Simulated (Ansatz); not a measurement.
**A barrier at the coupled-cluster level**

Start structure (SnH6SeO, singlet), relaxed at PBE0-D4/def2-TZVP:

Sn1  (-1.161, 0.163, -0.753)
O2  (-0.316, 0.992, 0.838)
H3  (-1.067, -1.529, -0.573)
H4  (-2.786, 0.698, -0.756)
H5  (-0.269, 0.757, -2.068)
H6  (1.606, 0.176, 0.828)
Se7  (2.669, -0.582, 0.140)
H8  (-0.933, 1.156, 1.555)
H9  (2.258, -1.830, 0.791)
(Å)

The step: SnH₄O ([OH][SnH3]) + H₂Se → SnH₄Se ([SeH][SnH3]) + H₂O; bonds formed: Sn1–Se7, O2–H6; bonds broken: Sn1–O2, H6–Se7. Computed with Ansatz 0.2.0 (basis: def2-TZVPP and def2-QZVPP); correlated methods freeze the cores. Filled d shells of the heavier atoms are correlated. Core potentials replace the inner electrons of the atoms past krypton. The def2 sets are not built for correlating such inner shells, so the correlated values are less sure here. Extrapolation: Hartree–Fock as exp(−7.88 √X), correlation as X^−2.97. Energies below are by CCSD(T) at an estimated basis limit (MP2 extrapolated from triple and quadruple zeta, plus CCSD(T) − MP2 in triple zeta).

**Question.** What are the electronic barrier and the energy of the step, from the start structure to the end structure? (To be estimated.)

**Answer.** Computed: Barrier 0.504 eV; step energy -0.705 eV (downhill); reverse barrier, their difference, 1.208 eV. Barrier and step energy count from the start structure, the reverse barrier from the end structure.

The saddle point: One imaginary mode of 703i cm⁻¹.
```tsv
pair	start (Å)	saddle (Å)	end (Å)
Sn1–Se7	4.00	3.23	2.55
O2–H6	2.09	1.21	0.97
Sn1–O2	1.98	2.09	3.28
H6–Se7	1.48	1.76	2.63
```

Zero-point energy (harmonic, PBE0-D4): ZPE is 1.318 eV at the start and 1.297 eV at the saddle, so the barrier goes from 0.504 to 0.482 eV.

No T1 diagnostic of these runs exceeds 0.013.

Labels in which every atom is bracketed show which atoms are joined, not bond orders.

For scale, one of the runs: CCSD(T)/def2-TZVPP, 213 basis functions, launched by `ansatz run in.yaml --threads 4 --pin off --events-out ev --progress --plain --max-ram 9574MiB`. The run took 38 s on 4 CPU threads of an Intel Xeon 6975P-C (shared host), with 3.8 GiB of host memory at its peak.
